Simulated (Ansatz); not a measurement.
A structure drawn as `O[SiH2][SiH](F)Cl`, with this starting geometry:

```xyz
9

O     0.4798   -1.9559    0.4208
Si    0.2243   -0.7137   -0.6287
Si   -0.7081    1.2263    0.3456
F    -0.7886    2.3422   -0.8146
Cl    0.4965    1.8759    1.8478
H     1.4020   -1.9642    0.8767
H     1.5588   -0.4241   -1.2597
H    -0.6243   -1.2711   -1.7149
H    -2.0405    0.8847    0.9270
```

The species carries charge 0 and has multiplicity 1.

Does it keep its bonds when Ansatz relaxes it at PBE-D4/def2-SVP and then PBE0-D4/def2-TZVP?

Yes, every drawn bond is still there and no new one forms.

Give the relaxed structure. (Best estimate.)

Ansatz gave: 
Z-matrix (Å, degrees):
```
Si
Si 1 2.351
O 1 1.648 2 108.5
H 1 1.482 2 112.0 3 117.3
H 1 1.489 2 107.6 3 -122.2
Cl 2 2.061 1 105.3 3 43.4
F 2 1.597 1 111.5 3 160.3
H 2 1.482 1 117.9 3 -75.3
H 3 0.959 1 117.0 2 -49.8
```
No frequency check was run.

Atoms count as bonded under 1.1 times the sum of their covalent radii (H–H under 0.85 Å, pairs among N, O and F under 1.55 Å), and a drawn bond as lost past 1.3 times.
